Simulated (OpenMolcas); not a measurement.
# V3+: ligand-field states by method

V3+ with 6 ligands (ammonia) in octahedral coordination (S6) at 1.99 Å. Ligand basis ANO-RCC-VDZP.

| Quantity | Value |
| --- | --- |
| Program | OpenMolcas 26.06 |
| Basis | ANO-RCC-VTZP [6s5p3d2f1g] |
| Scalar Hamiltonian | DKH2, point nucleus |
| Active space | 2 electrons in 5 orbitals (3d) |
| State averaging | 2S+1 = 3 even, 10 roots; 2S+1 = 1 even, 15 roots |
| Spin-orbit coupling | state interaction with AMFI integrals over the reference wave functions |

I. CASSCF
II. SS-CASPT2, IPEA 0.25 Eh, imaginary shift 0.1 Eh (closed shells correlated: 3s 3p and the ligand valence shells)

Spin-free states in cm-1, each column counted from its own energy of the first state listed:

```json
{"State": "2S+1 = 3", "Degeneracy": "2", "I": "0", "II": "0"}
{"State": "2S+1 = 3", "Degeneracy": "1", "I": "186", "II": "270"}
{"State": "2S+1 = 1", "Degeneracy": "1", "I": "13083", "II": "8960"}
{"State": "2S+1 = 1", "Degeneracy": "2", "I": "13247", "II": "9110"}
{"State": "2S+1 = 1", "Degeneracy": "2", "I": "13504", "II": "9420"}
{"State": "2S+1 = 3", "Degeneracy": "2", "I": "24830", "II": "27280"}
{"State": "2S+1 = 3", "Degeneracy": "1", "I": "24941", "II": "27210"}
{"State": "2S+1 = 1", "Degeneracy": "1", "I": "29189", "II": "21540"}
{"State": "2S+1 = 3", "Degeneracy": "2", "I": "36776", "II": "36050"}
{"State": "2S+1 = 3", "Degeneracy": "1", "I": "36936", "II": "36120"}
{"State": "2S+1 = 1", "Degeneracy": "2", "I": "39053", "II": "37740"}
{"State": "2S+1 = 1", "Degeneracy": "1", "I": "39173", "II": "37470"}
{"State": "2S+1 = 1", "Degeneracy": "2", "I": "42370", "II": "40590"}
{"State": "2S+1 = 1", "Degeneracy": "1", "I": "42505", "II": "40570"}
{"State": "2S+1 = 3", "Degeneracy": "1", "I": "51643", "II": "58210"}
{"State": "2S+1 = 1", "Degeneracy": "2", "I": "66147", "II": "68980"}
{"State": "2S+1 = 1", "Degeneracy": "1", "I": "82946", "II": "81070"}
```

From I to II, I's first state of another spin (2S+1 = 1) moves from 13083 to 8960 cm-1, by about -4100 cm-1.

χT at 300 K: I 0.93, II 0.93 cm3 K/mol.

Roots that are degenerate in the reference are averaged as groups; the widest CASPT2 spread within a group is 130 cm-1 (the 2-fold group of multiplicity 3 near 36100 cm-1 above the lowest state of its run, II). Shifts and gaps below about the spread of the groups concerned are not significant. Over all roots computed the reference weight is 0.69 to 0.70 in II; a low but even weight reflects the number of correlated electrons. An orbital doublet at a regular site is open to a Jahn-Teller distortion, which this geometry leaves out. The least metal-like active orbital is 83 % on the metal (Löwdin) and no ligand orbital is active, so the numbers are rough. Ligand-to-metal charge-transfer states are missing. With no ligand orbital active B as a rule stays too high, so bands that hang on it stand too high and its fall with covalency is understated. Without dynamic correlation the repulsion within the d shell is too large (B by tens of per cent), so at a given field states of lower spin stand too high (holds for I). With metal d orbitals alone the field can be off either way by tens of per cent (holds for I). With one d shell and no ligand orbital active, 10Dq can be off by a tenth or more (holds for II). The distance lies 3 % under the 2.06 Å that this model takes as the normal distance (a Shannon-type radius plus a fixed donor radius); by an R⁻⁵ law this alone changes a d-shell field by about +19 %. No measured value stands beside these numbers; the geometry was imposed, not optimised, and the real ion may take another.

A state without a sure symmetry label is named by its multiplicity alone.
